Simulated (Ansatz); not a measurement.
Stepwise reaction of `OB(S)S` with hydrogen chloride, as a gas-phase model of exchange steps in deposition or etching. ΔE in kJ/mol.

Calculated with Ansatz (gas phase, PBE0-D4/def2-TZVP geometries, no zero-point term in ΔE). CCSD(T)/CBS is the MP2 limit (def2-TZVPP, def2-QZVPP) plus CCSD(T) − MP2 in def2-TZVPP, frozen cores. This one scheme is used for every species. Functionals use def2-TZVPP. B3LYP here is the variant with VWN-RPA as its local correlation; programs differ in this. Each species was taken in one conformer, which may not be the lowest.

```json
{"step": "1", "reaction": "`OB(S)S` + HCl → `OB(S)Cl` + H₂S", "PBE-D4": "-23.1", "B3LYP-D4": "-26.4", "ωB97M-V": "-28.2", "CCSD(T)/CBS": "-24.7"}
{"step": "2", "reaction": "`OB(S)Cl` + HCl → `OB(Cl)Cl` + H₂S", "PBE-D4": "-11.3", "B3LYP-D4": "-14.2", "ωB97M-V": "-16.0", "CCSD(T)/CBS": "-13.1"}
```

Task: By hand: ΔE of the 2 steps together at CCSD(T)/CBS.

Result: (-24.7) + (-13.1) = -37.8 kJ/mol, or -18.9 kJ/mol a step.

In ΔE each step is higher than the one before. All are downhill at CCSD(T)/CBS. PBE-D4 differs from CCSD(T)/CBS by 1.6 to 1.8 kJ/mol a step. Isolated molecules leave out the surface, adducts and barriers. Largest T1 diagnostic: 0.013.
